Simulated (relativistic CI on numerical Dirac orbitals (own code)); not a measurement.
**Ta5+: 4f photoemission**

Computed with this model: Dirac-Coulomb-Breit CI, orbitals from a KLI potential per configuration, a model potential for QED, valence Slater integrals scaled by 0.7, multiplet model of photoemission in the sudden approximation; configurations [Xe] 4f14 → [Xe] 4f13; 300 K; Lorentzian 0.25 eV and Gaussian 0.5 eV FWHM. Energies are those of the free ion, without screening or charge transfer. The energies are binding energies and can lie tens of eV above those of solids. S is read from ⟨S²⟩ = S(S + 1).

free ion: ground-state S = 0.00, centroid 91.48 eV. Peaks (eV, height): 90.7 (100), 92.5 (74).

Strongest unbroadened transitions for free ion:

```tsv
Energy (eV)	Relative strength
90.68	100.0
92.55	75.0
```
